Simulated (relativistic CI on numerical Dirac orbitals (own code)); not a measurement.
d5 in a ligand field

Computed with a parametric ligand-field model of a d^n configuration (Racah B and C, spin-orbit zeta, crystal field), exact diagonalisation.

Field parameters in Wybourne normalisation: Oh B⁴₀ = 21Dq, B⁴₄ = √(5/14) B⁴₀; Td as Oh with Dq negative (B⁴₀ = 21Dq, B⁴₄ = √(5/14) B⁴₀). The field is a parameter set, without covalency.

Question: Lowest levels for B = 720, C = 3290, ζ = 680 cm⁻¹, Td, 10Dq = -3050 cm⁻¹?

Answer: Γ7+Γ8 0 (S 2.50), Γ8 22173 (S 1.50), Γ6 22187 (S 1.50), Γ7 22246 (S 1.50), Γ8 22273 (S 1.50), Γ6 23289 (S 1.50), Γ8 23306 (S 1.50), Γ8 23398 (S 1.50), Γ7 23445 (S 1.49) cm⁻¹, with S from ⟨S²⟩ = S(S + 1). The ground level has 2.00 electrons in the cubic e pair.

Question: Lowest levels for B = 360, C = 1360, ζ = 650 cm⁻¹, Oh, 10Dq = 19550 cm⁻¹?

Answer: Γ7 0 (S 0.51), Γ8 1145 (S 0.51), Γ8 13368 (S 1.51), Γ7 13495 (S 1.51), Γ8 13720 (S 1.50), Γ6 13880 (S 1.50), Γ6 16300 (S 1.49), Γ8 16339 (S 1.49), Γ8 16491 (S 1.48) cm⁻¹, with S from ⟨S²⟩ = S(S + 1). The ground level has 0.04 electrons in the cubic e pair.

Question: Lowest levels for B = 400, C = 1690, ζ = 4200 cm⁻¹, Oh, 10Dq = 30750 cm⁻¹?

Answer: Γ7 0 (S 0.61), Γ8 7825 (S 0.59), Γ8 24007 (S 1.42), Γ7 27599 (S 1.53), Γ8 28454 (S 1.46), Γ6 29625 (S 1.46), Γ8 31458 (S 1.11), Γ7 31575 (S 1.16), Γ6 31598 (S 1.42) cm⁻¹, with S from ⟨S²⟩ = S(S + 1). The ground level has 0.14 electrons in the cubic e pair; its S is far from a half-integer, so spin-orbit coupling mixes spin states.

Question: Lowest levels for B = 500, C = 2490, ζ = 210 cm⁻¹, Oh, 10Dq = 7700 cm⁻¹?

Answer: Γ7+Γ8 0 (S 2.50), Γ7 11576 (S 1.49), Γ8 11600 (S 1.50), Γ8 11656 (S 1.50), Γ6 11694 (S 1.50), Γ7 14338 (S 0.96), Γ8 14423 (S 1.35), Γ6 14529 (S 1.50), Γ8 14533 (S 1.50) cm⁻¹, with S from ⟨S²⟩ = S(S + 1). The ground level has 2.00 electrons in the cubic e pair.

Question: Lowest levels for B = 400, C = 2050, ζ = 2000 cm⁻¹, Td, 10Dq = -10300 cm⁻¹?

Answer: Γ8 0 (S 2.18), Γ7 116 (S 2.27), Γ8 2984 (S 1.25), Γ7 5125 (S 1.34), Γ6 6433 (S 1.48), Γ8 6676 (S 1.48), Γ8 9101 (S 1.40), Γ7 9137 (S 1.37), Γ8 9591 (S 1.43) cm⁻¹, with S from ⟨S²⟩ = S(S + 1). The ground level has 2.35 electrons in the cubic e pair; its S is far from a half-integer, so spin-orbit coupling mixes spin states.
